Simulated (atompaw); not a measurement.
# Before and after: PAW (atompaw) potential for Zr

| Item | Value |
| --- | --- |
| Element | Zr |
| Generator | atompaw 4.2.0.5 |
| Type | PAW |
| Functional | PBE |
| Relativity | scalar-relativistic |
| Frozen core | [Ar] 3d10 |
| Valence charge | 12 |
| Reference configuration | 4s2 4p6 4d2 5s1.75 5p0.25 |
| Partial waves | 4s (bound): rc 1.95 bohr; 5s (bound): rc 3.00 bohr; 4p (bound): rc 1.50 bohr; 5p (bound): rc 3.00 bohr; 4d (bound): rc 3.00 bohr; 4d channel at 0.1 Ry: rc 3.00 bohr |
| Local potential | ultrasoft scheme with l = 3 at 0 Ry, radius 2.85 bohr |
| Core correction | smooth core density matched at 1.85 bohr |
| Augmentation charge | sinc compensation charge, radius 2.60 bohr; PAW radius 3.00 bohr; waves and projectors: custom rrkj gramschmidtortho |

Change: local potential bessel scheme, radius 2.85 bohr.

Cutoffs: the cutoffs (Ry, on a coarse ladder) from which the occupation-weighted sum of valence levels, in a spherical-Bessel basis at the reference potential, stays within 10 and 1 mRy of its value at 400 Ry; they do not see the model core or the augmentation charge, which bear on the density cutoff.

Task: What does the change do?

Result: The potential gets neither clearly harder nor softer (35 Ry and 55 Ry → 35 Ry and 60 Ry); the range in which the p phases agree widens (upper end 0.5 → 3.2); the range in which the d phases agree narrows (upper end at the end of the scan → 1.8); neither file shows a bound ghost.

| quantity | base | changed |
| --- | --- | --- |
| cutoff, loose | 35 Ry | 35 Ry |
| cutoff, tight | 55 Ry | 60 Ry |
| bound ghosts | none | none |
| s: phases at 3.02 bohr within 0.05 rad from the reference energy up to (Ry; the scan ends near 5) | 1.9 | 2.6 |
| p: phases at 3.02 bohr within 0.05 rad from the reference energy up to (Ry; the scan ends near 5) | 0.5 | 3.2 |
| d: phases at 3.02 bohr within 0.05 rad from the reference energy up to (Ry; the scan ends near 5) | to the end of the scan | 1.8 |
| lowest overlap eigenvalue by channel | s 0.39, p 0.48, d 1.00 | s 0.42, p 0.50, d 1.00 |

 The cutoffs see the waves, projectors and local potential, not the compensation charge or the core.
